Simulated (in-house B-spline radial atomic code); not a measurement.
Tb²⁺ is squeezed into an impenetrable sphere of radius R (the orbitals vanish at R). No spin polarisation. Level of theory: scalar-relativistic (X2C) PBE, spherical fractional occupations, Fermi nucleus of rms radius 5.06 fm; calculated with a radial B-spline atomic code at the basis-set limit.

Energies in eV above the free ion in [Xe] 4f9:

```csv
R (bohr),highest level (eV),[Xe] 4f9,[Kr] 4d9 4f9 5s2 5p6 5f1,[Kr] 4d10 4f9 5s2 5p5 5f1
9.01,-16.8,6.672e-05,162.7,37.72
6.91,-16.8,0.00234,164.2,39.26
4.98,-16.6,0.1275,169.4,44.62
4.32,-16.2,0.5856,173.8,49.25
3.47,-13.8,4.668,187,63.17
3.18,-11.8,9.696,197,73.61
2.55,-1.76,49.37,254.6,132
2.13,14.7,152.8,382.3,256.9
1.74,47.4,465.5,741.7,599.4
1.35,194,1619,2007,1786
```

Problem. Does [Kr] 4d9 4f9 5s2 5p6 5f1 fall below [Xe] 4f9 under compression?

Solution. No, it stays above over the whole range.

Problem. Does [Kr] 4d10 4f9 5s2 5p5 5f1 fall below [Xe] 4f9 under compression?

Solution. No, it stays above over the whole range.

The highest level is first positive in the row R = 2.13 bohr, pushed up by confinement above the zero of the free ion's potential. Each configuration is held fixed and needn't be the lowest in the sphere.
